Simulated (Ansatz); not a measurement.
```yaml
crystal:
  periodic: [false, false, false]
  atoms:
    - {symbol: C, position_ang: [1.586907, -0.362164, 1.807025]}
    - {symbol: O, position_ang: [1.239248, 0.182329, 0.572598]}
    - {symbol: Hf, position_ang: [0.679211, 0.965624, -1.048377]}
    - {symbol: F, position_ang: [0.981737, -0.316743, -2.424226]}
    - {symbol: Cl, position_ang: [1.746079, 3.026137, -1.430801]}
    - {symbol: Se, position_ang: [-1.855564, 1.350010, -0.905778]}
    - {symbol: C, position_ang: [-2.280112, -0.573183, -0.764706]}
    - {symbol: H, position_ang: [1.811416, -1.427048, 1.699825]}
    - {symbol: H, position_ang: [2.469354, 0.145082, 2.206384]}
    - {symbol: H, position_ang: [0.762944, -0.243216, 2.516335]}
    - {symbol: H, position_ang: [-1.738886, -1.150767, -1.512098]}
    - {symbol: H, position_ang: [-3.347965, -0.663709, -0.952944]}
    - {symbol: H, position_ang: [-2.054368, -0.932362, 0.236754]}
basis:
  gaussian: {orbitals: def2-mTZVPP}
hamiltonian: {xc: {name: PBEsol}, dispersion: d4}
output: {forces: true}
```

```sh
$ ansatz run in.yaml --threads 2 --pin off --events-out ev --progress --plain --max-ram 22528MiB --backend cpu
```

Output, abridged:

```
Functional definition: PBEsol
1979 factors; their error is unknown
mean field evaluation 1: about -85998.0983 eV, gradient 9.0e1 eV
mean field evaluation 2: about -85852.1015 eV, gradient 2.7e2 eV
mean field evaluation 4: about -86012.1646 eV, gradient 2.6e1 eV
mean field evaluation 8: about -86013.6146 eV, gradient 7.3e-1 eV
mean field evaluation 16: about -86013.5669 eV, gradient 2.6e-3 eV
mean field -86013.56691776 eV, -3160.9402821380 hartree, gradient 3.7e-5 eV, S^2 0.000000; 0 other end points of the search recorded, 0 dependent functions left out
reference -86013.56696590 eV, -3160.9402839070 hartree; 49, 49 occupied and 166, 166 virtual orbitals, 1979 factors
Total energy: -86013.69158538 eV, -3160.9448635885 hartree
Atom 0 at     1.586907    -0.362164     1.807025 Å, force    -0.064752     0.079736    -0.173889 eV/Å
Atom 1 at     1.239248     0.182329     0.572598 Å, force     0.066590    -0.088559     0.095230 eV/Å
Atom 2 at     0.679211     0.965624    -1.048377 Å, force    -0.176183     0.252841    -0.142246 eV/Å
Atom 3 at     0.981737    -0.316743    -2.424226 Å, force     0.022663    -0.179138    -0.145801 eV/Å
Atom 4 at     1.746079     3.026137    -1.430801 Å, force     0.040467     0.103360    -0.010597 eV/Å
Atom 5 at    -1.855564     1.350010    -0.905778 Å, force     0.043583     0.195933    -0.011288 eV/Å
Atom 6 at    -2.280112    -0.573183    -0.764706 Å, force     0.083610     0.194300    -0.002551 eV/Å
Atom 7 at     1.811416    -1.427048     1.699825 Å, force     0.081845    -0.371000    -0.024163 eV/Å
Atom 8 at     2.469354     0.145082     2.206384 Å, force     0.304918     0.169630     0.147306 eV/Å
Atom 9 at     0.762944    -0.243216     2.516335 Å, force    -0.277823     0.038151     0.255966 eV/Å
Atom 10 at    -1.738886    -1.150767    -1.512098 Å, force     0.175540    -0.214978    -0.261573 eV/Å
Atom 11 at    -3.347965    -0.663709    -0.952944 Å, force    -0.367507    -0.045928    -0.065262 eV/Å
Atom 12 at    -2.054368    -0.932362     0.236754 Å, force     0.067050    -0.134348     0.338869 eV/Å
Dipole moment:     0.031139    -0.558250     0.577478 e Å
```

Run time 6 s (2 threads of an AMD EPYC 7R13 on a shared host); peak host memory 0.57 GiB.
